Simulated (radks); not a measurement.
Values are calculated unless marked as measured or tabulated.
Ionisation of the rhenium ion Re+, [Xe] 4f14 5d5 6s1, to Re2+, [Xe] 4f14 5d5, under several functionals. Scalar-relativistic Kohn-Sham, spin-polarised, spherical densities, finite nucleus; open shells are filled with parallel spins first (spin-orbit coupling, left out, can overturn this in heavy ions); a radial shooting solver on a logarithmic mesh with Libxc functionals.

functional                               E(Re+) (hartree)  Exc (hartree)  IE (eV)  -e(HOMO) (eV)  <r> HOMO (bohr)  IE error (eV)
LDA (Slater exchange, VWN5 correlation)       -16679.6721      -320.7609   17.477         13.809            2.795         +0.877
B86b exchange with PBE correlation            -16690.5417      -331.6227   17.223         13.589            2.802         +0.623
PBEsol                                        -16684.4472      -325.5264   17.251         13.632            2.789         +0.651
PW91                                          -16690.9488      -332.0323   17.288         13.650            2.801         +0.688
exchange-only LDA                             -16671.9896      -312.9904   16.867         13.221            2.819         +0.267
RPBE                                          -16689.7949      -330.8816   17.102         13.499            2.804         +0.502
exchange-only PBE                             -16684.8712      -325.8822   16.844         13.199            2.838         +0.244

NIST Atomic Spectra Database: 16.6 eV (semi-empirical). Closest: exchange-only PBE. The Delta-SCF values span 0.63 eV, the total energies 18.96 hartree. The highest occupied level is 6s. Open shells are spherical and high-spin; term and fine-structure splittings are not resolved. Spin-orbit splitting is averaged out at the scalar-relativistic level.
